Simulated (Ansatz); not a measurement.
Relaxed structures of ZnBH₂F, singlet (PBE0-D4/def2-TZVP; forces vanish, vibrations not checked; lower isomers may exist, and structures with a doubtful reference or unclear bonds are left out; Å). Program: Ansatz 0.2.0. Basis: def2-TZVPP. Cores are frozen in the correlated methods. The 3s and 3p shells of Cu and Zn are frozen; filled d shells are correlated.

Task: Rank them by CCSD(T) energy, lowest first, and give each one's height above the lowest. Links in brackets join atoms within 1.22 times the sum of their covalent radii (1.1 for two metals). (Judge from chemistry; the value comes from the calculation.)
A.
ZnBH₂F ([BH2][Zn][F])
```
5
angstrom
B -0.6480 0.4695 -0.4444
Zn 0.7920 -0.5701 0.5452
F 2.0378 -1.4748 1.3982
H -1.5186 -0.0894 -1.0434
H -0.6632 1.6648 -0.4556
```
B.
a complex of BH₂F ([BH2][F]) + Zn
```
5
angstrom
B -0.7189 0.5240 -0.4938
Zn 2.7312 -1.9953 1.8771
F 0.2250 -0.1339 0.1483
H -1.5546 -0.1151 -1.0654
H -0.6828 1.7204 -0.4662
```
C.
a complex of ZnBH ([BH][Zn]) + HF
```
5
angstrom
B -1.1707 0.8843 -0.0507
Zn 0.8743 0.0362 -0.0522
F 1.8873 -2.0622 1.4434
H 2.7690 -2.3108 1.3312
H -1.1011 1.7871 -0.8872
```

Result: Computed: B (0.00 kcal/mol), A (26.94 kcal/mol), C (105.53 kcal/mol). Heights count from the lowest.

No T1 diagnostic of these runs exceeds 0.019. The restricted Hartree–Fock reference is unstable towards an unrestricted one at one or more of these structures. A large double-excitation amplitude points to some diradical character; no triplet was computed.

For scale, one of the runs: CCSD(T)/def2-TZVPP, 154 basis functions, launched by `ansatz run in.yaml --threads 2 --pin off --events-out ev --progress --plain --max-ram 4352MiB`. Hardware: 2 CPU threads of an Intel Xeon 6975P-C, shared host. Wall time 13 s; peak host memory 1.1 GiB.
